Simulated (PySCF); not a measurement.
A PySCF script (with the pyscf-properties extension) for the NMR shieldings of SMILES CC[C@@H]1C[C@H]2CC[C@@H]12, C8H14, on a GFN2-xTB geometry:

```python
import basis_set_exchange as bse
import numpy as np
from pyscf import gto, dft
from pyscf.prop import nmr

atoms = """
C     2.877901    0.232222    0.619324
C     1.842947   -0.080909   -0.454983
C     0.438538    0.311385   -0.016724
C    -0.206136   -0.622863    1.028908
C    -1.328444   -0.962810    0.040766
C    -2.539520   -0.020194    0.101030
C    -1.900135    0.874144   -0.976148
C    -0.676034   -0.050516   -1.016866
H     2.911647    1.301801    0.815157
H     2.628279   -0.275450    1.548194
H     3.867844   -0.090236    0.305344
H     1.862464   -1.149212   -0.683484
H     2.093245    0.459483   -1.371911
H     0.432890    1.365490    0.271871
H     0.419338   -1.477397    1.280993
H    -0.533743   -0.143970    1.950081
H    -1.536533   -2.017232   -0.125223
H    -3.473421   -0.483804   -0.210737
H    -2.691401    0.457794    1.067435
H    -2.458068    0.894810   -1.910321
H    -1.690640    1.898137   -0.670371
H    -0.351430   -0.401288   -1.993968
"""
names = dict.fromkeys(["C", "H"], "pcSseg-1")
basis = {el: gto.basis.parse(bse.get_basis(n, elements=[el], fmt="nwchem")) for el, n in names.items()}
mol = gto.M(atom=atoms, basis=basis, charge=0, verbose=0)
mf = dft.RKS(mol, xc="PBE0")
mf.grids.level = 2
mf.grids.alignment = dft.numint.BLKSIZE   # the property module wants whole blocks of grid points
mf.conv_tol = 1e-9
mf.kernel()

calc = nmr.RKS(mf)   # GIAO
C = mf.mo_coeff
Co = C[:, mf.mo_occ > 0]
resp = mf.gen_response(singlet=True, hermi=2)
def vind(x):   # induced exchange potential for any number of trial vectors
    d = np.einsum("pi,xij,qj->xpq", C, 2 * x.reshape(-1, C.shape[1], Co.shape[1]), Co, optimize=True)
    return np.einsum("xpq,pi,qj->xij", resp(d - d.transpose(0, 2, 1)), C, Co, optimize=True).ravel()
mo1, _ = nmr.rhf.solve_mo1(calc, with_cphf=vind)
sigma = calc.kernel(mo1)
for i, s in enumerate(sigma):   # ppm
    print("%2d %-2s %9.2f" % (i, mol.atom_pure_symbol(i), np.trace(s) / 3))
```

Task: Give the expected output.

Result: 
```
 0 C     173.73
 1 C     152.09
 2 C     141.32
 3 C     151.01
 4 C     156.01
 5 C     158.01
 6 C     158.90
 7 C     146.53
 8 H      31.05
 9 H      30.74
10 H      30.67
11 H      30.56
12 H      30.13
13 H      29.89
14 H      29.86
15 H      29.66
16 H      29.26
17 H      29.16
18 H      29.79
19 H      29.19
20 H      29.79
21 H      29.60
```

These numbers come from an equivalent density-fitted implementation of the same equations, which agrees with the script to about 0.01 ppm for H and up to a few tenths of a ppm for heavy atoms, so last digits may differ.

Size and cost of the density-fitted run: 206 basis functions, 40 s wall time on 1 thread of an Arm Neoverse V1, shared host.
